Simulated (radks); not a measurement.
Task: Rb+, configuration [Ar] 3d9.75 4s2 4p6 5s0.25 (fractional occupations, a model configuration). Calculated with a radial shooting solver on a logarithmic mesh with Libxc functionals: Dirac Kohn-Sham, PBE, spin-unpolarised, spherical densities, finite nucleus; open shells fill j = l - 1/2 first; Fermi nuclear charge, rms radius 4.2036 fm. Some entries of the table are withheld. Estimate them.

orbital  occ.  eigenvalue (eV)  <r> (bohr)  r(max) (bohr)
1s1/2       2        -15039.66     0.04029        0.02628
2s1/2       2        -2019.514      0.1776         0.1497
2p1/2       2        -1832.782         (1)         0.1173
2p3/2       4        -1772.003         (2)         0.1207
3s1/2       2        -308.9420      0.5093         0.4506
3p1/2       2        -242.0402      0.5102            (3)
3p3/2       4        -232.8543      0.5205            (4)
3d3/2       4        -115.8998      0.5196         0.3905
3d5/2    5.75        -114.3315      0.5233         0.3932
4s1/2       2         -39.7287       1.435          1.250
4p1/2       2         -24.0351       1.656            (5)
4p3/2       4         -23.1016       1.691            (6)
5s1/2    0.25          -6.7710       4.285          3.723
4d3/2       0          -4.6159       3.492          2.408
4d5/2       0          -4.5799       3.521          2.434
5p1/2       0          -4.3975       5.444          4.728
5p3/2       0          -4.3199       5.527          4.812

Result: 
(1) 2p1/2 <r> (bohr): 0.1523
(2) 2p3/2 <r> (bohr): 0.1563
(3) 3p1/2 r(max) (bohr): 0.4401
(4) 3p3/2 r(max) (bohr): 0.4489
(5) 4p1/2 r(max) (bohr): 1.389
(6) 4p3/2 r(max) (bohr): 1.417
